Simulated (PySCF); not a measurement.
C4H3BrO, SMILES Brc1ccco1. Geometry optimised at ωB97X-D3(BJ)/def2-SVP.

Computed equilibrium geometry at ωB97X-D3(BJ)/def2-SVP (PySCF confirms it by a frequency run) as a Z-matrix, and its point group:
point group Cs.
```
C
C 1 1.3620
O 2 1.3485 1 111.36
C 3 1.3602 2 106.91 1 0.00
C 4 1.3615 3 110.34 2 0.00
H 4 1.0877 3 115.87 2 180.00
H 1 1.0879 2 126.45 3 180.00
H 5 1.0890 4 126.59 6 0.00
Br 2 1.8530 3 117.08 4 180.00
```
Charge 0, spin multiplicity 1.
